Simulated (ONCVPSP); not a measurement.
An all-electron radial function and its pseudo partner (Ti (Z = 22))

Columns: radius, all-electron u(r) and pseudo u(r) of the 3d shell (level -4.26 eV) of titanium in the configuration [Ne] 3s2 3p6 3d2 4s2; PBE, scalar-relativistic, ONCV scheme, ONCVPSP 4.0.1.

```tsv
r (bohr)	all-electron	pseudo
0.090	0.0243	0.0034
0.180	0.1144	0.0262
0.270	0.2410	0.0820
0.360	0.3721	0.1751
0.450	0.4895	0.2995
0.540	0.5858	0.4407
0.630	0.6604	0.5800
0.720	0.7134	0.6995
0.810	0.7470	0.7863
0.900	0.7644	0.8354
0.990	0.7689	0.8492
1.080	0.7634	0.8357
1.170	0.7506	0.8050
1.260	0.7325	0.7667
1.350	0.7108	0.7281
1.440	0.6867	0.6932
1.530	0.6613	0.6627
1.620	0.6351	0.6351
1.710	0.6087	0.6087
1.800	0.5826	0.5826
1.890	0.5570	0.5570
1.980	0.5320	0.5320
2.070	0.5079	0.5079
2.160	0.4848	0.4847
2.250	0.4625	0.4625
2.340	0.4413	0.4413
```

Question: How many radial nodes do the two functions have?

Answer: The all-electron 3d function has n − l − 1 = 0; the pseudo-wave has 0.

Question: At about which radius was the pseudo-wave matched?

Answer: 1.70 bohr, where the columns begin to agree (steps of 0.09 bohr).

Question: Where does each function peak?

Answer: Outermost all-electron maximum near 0.99 bohr, pseudo maximum near 0.99 bohr (to the table’s step).

Question: Is the pseudo-wave norm-conserving?

Answer: Yes: the ONCV scheme keeps the norm inside the radius equal to the all-electron one, which fixes the energy derivative of the logarithmic derivative at the level.
